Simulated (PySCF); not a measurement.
C3H7O, doublet, geometry from GFN2-xTB; B3LYP/6-31G (PySCF).

Here is a job for PySCF.
```python
from pyscf import gto, scf, dft

mol = gto.Mole()
mol.atom = '''
    C    -1.892236   -0.248061    0.135975
    C    -0.542414    0.341782    0.244124
    C     0.629470   -0.258106   -0.428940
    O     1.865415    0.254680    0.015637
    H    -1.840306   -1.279455   -0.206796
    H    -2.410016   -0.217702    1.097006
    H    -2.517989    0.310569   -0.570488
    H    -0.425745    1.310688    0.699193
    H     0.606466   -1.358356   -0.316190
    H     0.620820   -0.056391   -1.513885
    H     1.874534    0.239525    0.979100
'''
mol.basis = '6-31g'
mol.charge = 0
mol.spin = 1
mol.verbose = 4
mol.build()

mf = dft.UKS(mol)
mf.xc = 'b3lyp'
mf.kernel()
```

It wrote (shortened):

```
PySCF version 2.14.0

[INPUT] verbose = 4
[INPUT] num. atoms = 11
[INPUT] num. electrons = 33
[INPUT] charge = 0
[INPUT] spin (= nelec alpha-beta = 2S) = 1
[INPUT] symmetry False subgroup None
[INPUT] Mole.unit = angstrom
[INPUT] Symbol           X                Y                Z      unit          X                Y                Z       unit  Magmom
[INPUT]  1 C     -1.892236000000  -0.248061000000   0.135975000000 AA   -3.575807803042  -0.468767352186   0.256955509788 Bohr   0.0
[INPUT]  2 C     -0.542414000000   0.341782000000   0.244124000000 AA   -1.025013906130   0.645874374306   0.461327500433 Bohr   0.0
[INPUT]  3 C      0.629470000000  -0.258106000000  -0.428940000000 AA    1.189525903630  -0.487749651107  -0.810579123871 Bohr   0.0
[INPUT]  4 O      1.865415000000   0.254680000000   0.015637000000 AA    3.525123458656   0.481275449404   0.029549647410 Bohr   0.0
[INPUT]  5 H     -1.840306000000  -1.279455000000  -0.206796000000 AA   -3.477674325394  -2.417819538705  -0.390787803656 Bohr   0.0
[INPUT]  6 H     -2.410016000000  -0.217702000000   1.097006000000 AA   -4.554270195820  -0.411397156770   2.073040897005 Bohr   0.0
[INPUT]  7 H     -2.517989000000   0.310569000000  -0.570488000000 AA   -4.758309594667   0.586890352780  -1.078066077351 Bohr   0.0
[INPUT]  8 H     -0.425745000000   1.310688000000   0.699193000000 AA   -0.804541448903   2.476841354754   1.321283278213 Bohr   0.0
[INPUT]  9 H      0.606466000000  -1.358356000000  -0.316190000000 AA    1.146054643860  -2.566920819660  -0.597512503326 Bohr   0.0
[INPUT] 10 H      0.620820000000  -0.056391000000  -1.513885000000 AA    1.173179772652  -0.106563545890  -2.860828034087 Bohr   0.0
[INPUT] 11 H      1.874534000000   0.239525000000   0.979100000000 AA    3.542355871185   0.452636649986   1.850230848562 Bohr   0.0

nuclear repulsion = 122.353883439072
number of shells = 34
number of NR pGTOs = 116
number of NR cGTOs = 50
basis = 6-31g
ecp = {}

******** <class 'pyscf.dft.uks.UKS'> ********
method = UKS
initial guess = minao
damping factor = 0
level_shift factor = 0
DIIS = <class 'pyscf.scf.diis.CDIIS'>
diis_start_cycle = 1
diis_space = 8
diis_damp = 0
SCF conv_tol = 1e-09
SCF conv_tol_grad = None
SCF max_cycles = 50
direct_scf = True
direct_scf_tol = 1e-13
number electrons alpha = 17  beta = 16
XC library pyscf.dft.libxc version 7.1.2
    S. Lehtola, C. Steigemann, M. J. T. Oliveira, and M. A. L. Marques,  SoftwareX 7, 1–5 (2018)
XC functionals = b3lyp
    P. J. Stephens, F. J. Devlin, C. F. Chabalowski, and M. J. Frisch,  J. Phys. Chem. 98, 11623 (1994)
radial grids:
    Treutler-Ahlrichs [JCP 102, 346 (1995); DOI:10.1063/1.469408] (M4) radial grids

becke partition: Becke, JCP 88, 2547 (1988); DOI:10.1063/1.454033
pruning grids: <function nwchem_prune>
grids dens level: 3
symmetrized grids: False
atomic radii adjust function: <function treutler_atomic_radii_adjust>
small_rho_cutoff = 0
Set gradient conv threshold to 3.16228e-05
tot grids = 125096
init E= -193.904819099877

cycle= 1 E= -193.53289818223  delta_E= 0.372  |g|= 0.468  |ddm|= 2.04
cycle= 2 E= -193.445265381244  delta_E= 0.0876  |g|= 0.682  |ddm|= 1.13
cycle= 3 E= -193.624885478176  delta_E= -0.18  |g|= 0.0543  |ddm|= 0.707
cycle= 4 E= -193.626244367562  delta_E= -0.00136  |g|= 0.0203  |ddm|= 0.0837
cycle= 5 E= -193.626484099777  delta_E= -0.00024  |g|= 0.00226  |ddm|= 0.0226
cycle= 6 E= -193.626489210486  delta_E= -5.11e-06  |g|= 0.00152  |ddm|= 0.00559
cycle= 7 E= -193.626490659695  delta_E= -1.45e-06  |g|= 0.000421  |ddm|= 0.00218
cycle= 8 E= -193.626490792379  delta_E= -1.33e-07  |g|= 6.15e-05  |ddm|= 0.000795
cycle= 9 E= -193.626490797403  delta_E= -5.02e-09  |g|= 1.65e-05  |ddm|= 0.000162
cycle= 10 E= -193.626490797777  delta_E= -3.74e-10  |g|= 6.3e-06  |ddm|= 5.62e-05
Extra cycle  E= -193.6264907978  delta_E= -2.28e-11  |g|= 5.4e-06  |ddm|= 1.4e-05
converged SCF energy = -193.6264907978  <S^2> = 0.75371841  2S+1 = 2.003715
```
